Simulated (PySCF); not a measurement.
# C₆ coefficients of unlike pairs at UHF

Calculated with PySCF 2.14 from the dipole response of each species, C₆(A,B) = (3/π) ∫ α_A(iu) α_B(iu) du, in atomic units, from isotropic polarisabilities. For ions this is the dispersion term alone; charge-induced terms of lower order in 1/R come first.

| species | configuration | basis | relativity | α (bohr³) | C₆ (like pair) |
| --- | --- | --- | --- | --- | --- |
| Ga²⁺ | [Ar] 3d10 4s1 (2S) | def2-TZVPPD (7s5p5d1f) | none | 12.76 | 37.98 |
| Zr²⁺ | [Kr] 4d2 (3F) | aug-cc-pVTZ-DK (9s8p6d3f2g) | spin-free X2C | 11.35 | 56.08 |
| F³⁺ | [He] 2s2 2p2 (3P) | dyall-acv3z (15s9p4d2f) | none | 0.9805 | 0.8706 |
| Nb³⁺ | [Kr] 4d2 (3F) | aug-cc-pVTZ-PP with ECP28MDF (6s6p5d3f2g) | core potential | 5.640 | 24.24 |

Estimate C₆ for F³⁺ with Zr²⁺.

The integral gives 6.699. The combination rule 2 C_A C_B / (C_A α_B/α_A + C_B α_A/α_B) gives 6.544 and the geometric mean 6.988.

No spin-orbit coupling is included.

The other pairs:

| pair | C₆ |
| --- | --- |
| Nb³⁺, Ga²⁺ | 26.40 |
| F³⁺, Ga²⁺ | 4.778 |
| Nb³⁺, F³⁺ | 4.553 |
| Nb³⁺, Zr²⁺ | 36.20 |
| Zr²⁺, Ga²⁺ | 43.69 |
